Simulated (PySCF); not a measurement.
# Orbital picture of CaI⁺

CAM-B3LYP at R = 2.696 Å; basis Ca def2-SVP, I def2-SVP with ECP28; scalar-relativistic core potentials; PySCF 2.14. State: ¹Σ⁺ (singlet), closed shell. Only the outer orbitals are listed, counted within each symmetry, core potentials removing the inner ones.

| orbital | occ. | ε (eV) | on Ca (%) | main shells (%) |
| --- | --- | --- | --- | --- |
| 4π | 2 | -38.36 | 100 | 100 Ca p |
| 4π | 2 | -38.36 | 100 | 100 Ca p |
| 8σ | 2 | -38.28 | 99 | 99 Ca p |
| 9σ | 2 | -24.25 | 6 | 94 I s |
| 10σ | 2 | -13.53 | 19 | 79 I p, 10 Ca s |
| 5π | 2 | -12.66 | 10 | 89 I p |
| 5π | 2 | -12.66 | 10 | 89 I p |
| 11σ | 0 | -6.72 | 98 | 80 Ca s, 12 Ca p |
| 12σ | 0 | -5.12 | 96 | 72 Ca d, 24 Ca p |
| 2δ | 0 | -5.09 | 100 | 100 Ca d |

Problem. Which are the highest filled and the lowest empty level, where do they sit, and how wide is the gap?

Solution. Highest filled 5π at -12.66 eV (in %: 89 I p); lowest empty 11σ at -6.72 eV (in %: 80 Ca s, 12 Ca p); the gap at CAM-B3LYP is 5.94 eV.

```
bond order (Mayer)                                                                                                : 1.48
⟨S²⟩                                                                                                              : 0.000
charge on Ca (Mulliken, basis-dependent)                                                                          : 1.12
charge on Ca (Löwdin, basis-dependent)                                                                            : 0.85
dipole moment (positive dipole points towards I; it is taken about the centre of mass and depends on that origin) : -14.51 D
polarisability along the bond                                                                                     : 69.8 bohr³
polarisability across the bond                                                                                    : 32.8 bohr³
```

Spin–orbit coupling is left out.
